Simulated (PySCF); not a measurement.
Excitation energy of B by level of theory

B [He] 2s2 2p1 (2P) → B [He] 2s2 3d1 (2D), as a difference of total energies. All numbers are calculated (PySCF 2.14, the non-relativistic Hamiltonian (point nucleus), in aug-cc-pVQZ with one added diffuse shell each of s, p, d, f, g type (7s6p5d4f3g, 105 functions)). Correlated levels: valence: 1s2 frozen. The calculations carry no spin-orbit coupling.

Order these methods by the excitation energy they give, lowest first.
A. UHF
B. HSE06
C. PBE0
D. B97-3

A (52743 cm⁻¹), D (54029 cm⁻¹), B (54320 cm⁻¹), C (54570 cm⁻¹).

Errors of the correlated levels include the incompleteness of this basis and the frozen core.

For comparison: 54758 cm⁻¹ (measured; NIST levels, between the centres of gravity of the two terms).
